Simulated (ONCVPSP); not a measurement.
## LDA (Perdew-Wang 92) ONCV dataset for tungsten (W), scalar-relativistic all-electron reference.

```
Element                 : tungsten
Generator               : ONCVPSP 4.0.1
Type                    : optimised norm-conserving Vanderbilt (ONCV)
Functional              : LDA (Perdew-Wang 92)
Relativity              : scalar-relativistic
Frozen core             : [Kr] 4d10 4f14
Valence charge          : 14
Reference configuration : 5s2 5p6 5d3 (charge +3)
Partial waves           : 5s: rc 1.80 bohr, ncon 3, nbas 7, qcut 6.2 1/bohr, 1 projector; 5p: rc 1.75 bohr, ncon 4, nbas 7, qcut 8.8 1/bohr, 1 projector; 5d: rc 1.95 bohr, ncon 3, nbas 7, qcut 7.3 1/bohr, 2 projectors, debl 2.2 Ha
Local potential         : polynomial inside 1.45 bohr (lpopt 5, dvloc0 6 Ha)
Core correction         : Teter function, fcfact 1.5, rcfact 1.65
```

(1) Estimate the cutoffs (Ha) at which the residual kinetic energy of the hardest occupied pseudo-wave falls to 1 and 0.1 mHa per electron.

(2) Does the potential have ghost states?

(3) Which valence shell sets the plane-wave cutoff?

## Answers

(1) 22 Ha and 27 Ha.

(2) No bound ghost flagged; no localised positive-energy state flagged.

(3) 5p: 22 Ha for 1 mHa per electron, against 15 Ha for 5d.

Its largest configuration-test error is -5.0 meV (5s2 5p6 5d4). 3 of 4 tests not solved or not reliable.
